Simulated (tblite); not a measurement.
Compound: C7H11 (doublet state).
Numbering: `[CH2:1][CH2:2][C@@H:3]1[CH:4]=[C:5]([CH3:6])[CH2:7]1` (hydrogens: H8, H9 on C1; H10, H11 on C2; H12 on C3; H13 on C4; H14, H15, H16 on C6; H17, H18 on C7)

A start from a force field or distance geometry was refined with GFN2-xTB geometry optimisation, gas phase in tblite 0.8.0. Values at the start:

```
 coordinate    start
      C1–C2  1.478 Å
      C1–H8  1.122 Å
      C2–C3  1.529 Å
     C2–H10  1.124 Å
     C2–H11  1.133 Å
      C3–C4  1.462 Å
      C3–C7  1.498 Å
     C3–H12  1.116 Å
      C4=C5  1.302 Å
     C4–H13  1.100 Å
      C5–C6  1.502 Å
      C5–C7  1.490 Å
     C6–H14  1.101 Å
     C7–H17  1.102 Å
     C7–H18  1.110 Å
   C1–C2–C3   110.5°
   C2–C3–C4   114.0°
   C2–C3–C7   110.4°
   C3–C4–C5    92.7°
   C3–C7–C5    84.2°
   C4–C3–C7    88.2°
   C4–C5–C6   133.7°
   C6–C5–C7   131.4°
C1–C2–C3–C4     180°
C2–C3–C4–C5    -112°
C2–C3–C7–C5     115°
```

**Question.** How do these coordinates change at the GFN2-xTB level?

**Answer.** 
| coordinate | GFN2-xTB (Å or °) | change |
| --- | --- | --- |
| C3–C7 | 1.553 | +0.055 |
| C1–H8 | 1.073 | -0.049 |
| C3–C4 | 1.505 | +0.043 |
| C2–H11 | 1.095 | -0.038 |
| C2–H10 | 1.092 | -0.032 |
| C4=C5 | 1.333 | +0.031 |
| C4–H13 | 1.075 | -0.025 |
| C3–H12 | 1.092 | -0.024 |
| C7–H18 | 1.088 | -0.022 |
| C2–C3 | 1.549 | +0.020 |
| C5–C7 | 1.510 | +0.020 |
| C5–C6 | 1.482 | -0.020 |
| C7–H17 | 1.089 | -0.013 |
| C6–H14 | 1.090 | -0.011 |
| C1–C2 | 1.468 | -0.010 |
| C2–C3–C7 | 115.7 | +5.3 |
| C4–C3–C7 | 85.9 | -2.3 |
| C4–C5–C6 | 135.8 | +2.1 |
| C3–C7–C5 | 85.7 | +1.5 |
| C3–C4–C5 | 94.3 | +1.6 |
| C2–C3–C4 | 115.5 | +1.5 |
| C1–C2–C3 | 111.9 | +1.4 |
| C6–C5–C7 | 130.1 | -1.3 |
| C1–C2–C3–C4 | 171 | -9 |
| C2–C3–C4–C5 | -117 | -5 |
| C2–C3–C7–C5 | 117 | +2 |

The energy falls by 78.3 kJ/mol over 94 L-BFGS steps, the largest force on an atom goes from 2.89 to 0.009 eV/Å, and the atoms move by 0.222 Å rms after alignment. The bond that changes most is C3–C7 (ends: carbon bonded to 3 C and H; carbon bonded to 2 C and 2 H), which lengthens by 0.055 Å. Bonds longer at the end by more than 0.005 Å: 5 of 18; shorter: 13. Among the dihedrals that turn most is H8–C1–C2–H10, from -117° to -165°. Rotational constants go from 7685, 1510, 1401 to 7502, 1468, 1350 MHz.

Time: 0.51 s of wall time. Hardware: one thread of an Arm Neoverse V1, no GPU, on a shared host.

Its GFN2-xTB frequencies are all real (lowest 82 cm⁻¹). 2 starts were optimised and ended at 0.00 and 0.03 kcal/mol (GFN2-xTB); the lowest of these is shown.

One conformer stands for the species.

The numbers are calculated, not measured.
